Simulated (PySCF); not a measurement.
**Nitrogen: a sound run and one with changed settings**

Sound run: N²⁺ [He] 2s2 2p1, N³⁺ [He] 2s2. Computed with PySCF 2.14 in cc-pVTZ-DK (4s3p2d1f, 30 functions), with scalar relativity by spin-free X2C-1e. In the sound run the correlated levels freeze 1s2. The sound run starts from symmetry-adapted Hartree-Fock orbitals and uses a fine grid where one is needed.

A second run was set up differently.

```tsv
species	method	sound run (hartree)	changed run (hartree)	converged
N²⁺	UHF	-52.84711	-52.84711	yes
N²⁺	TPSS	-53.00619	-53.00619	yes
N²⁺	M06-L	-52.99115	-52.99115	yes
N²⁺	MP2	-52.90345	-52.90020	yes
N²⁺	CCSD(T)	-52.93117	-52.93117	yes
N³⁺	UHF	-51.11054	-51.11054	yes
N³⁺	TPSS	-51.23533	-51.23533	yes
N³⁺	M06-L	-51.22311	-51.22311	yes
N³⁺	MP2	-51.16014	-51.15644	yes
N³⁺	CCSD(T)	-51.19565	-51.19565	yes
```

Ionisation energy of N²⁺:

| method | sound run (eV) | changed run (eV) |
| --- | --- | --- |
| UHF | 47.255 | 47.255 |
| TPSS | 48.188 | 48.188 |
| M06-L | 48.111 | 48.111 |
| MP2 | 47.438 | 47.450 |
| SCS-MP2 | 47.389 | 47.407 |
| CCSD | 47.198 | 47.198 |
| CCSD(T) | 47.226 | 47.226 |

Problem. What was changed?
A. minimal basis
B. a valence shell is frozen
C. level shift left on
D. angular grid far too coarse

Solution. C. It used initial guess sap, at most 50 SCF cycles, level shift 0.1 hartree. A level shift leaves the converged SCF energy unchanged but raises the virtual orbital energies, which shrinks MP2 if it is not removed.
